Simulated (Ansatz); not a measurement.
C₂H₄BBrSn (`BrC1=C[B]1[SnH3]`), relaxed with RKS PBE-D4/def2-SVP in Ansatz from a rough embedded geometry. The force threshold is 0.03 eV/Å; the program also tests the step.

Total charge 0; spin multiplicity 1. Sn takes the def2 core potential.

Start:

```xyz
9

Br   -1.666   -3.075   -0.288
C    -0.440   -1.693   -0.564
C     0.637   -1.203   -1.284
B     0.100   -0.370   -0.289
Sn    0.035    1.527    0.935
H     1.337   -1.329   -2.129
H    -0.566    1.218    2.519
H     1.623    2.215    0.988
H    -1.062    2.710    0.111
```

```csv
step,energy (eV),largest force (eV/Å),largest move (Å)
1,-78665.5704,3.848,0.000
2,-78665.7840,1.283,0.155
3,-78665.8212,1.052,0.128
4,-78665.8879,0.268,0.088
5,-78665.8918,0.021,0.024
```

End:

```xyz
9

Br   -1.573   -3.163   -0.443
C    -0.456   -1.676   -0.585
C     0.603   -1.230   -1.304
B     0.059   -0.320   -0.240
Sn    0.037    1.578    0.934
H     1.283   -1.522   -2.118
H    -0.525    1.313    2.547
H     1.602    2.306    1.023
H    -1.031    2.714    0.186
```

It took 15 s on 4 threads of a server CPU on a shared host, with 0.2 GiB of host memory at the peak.
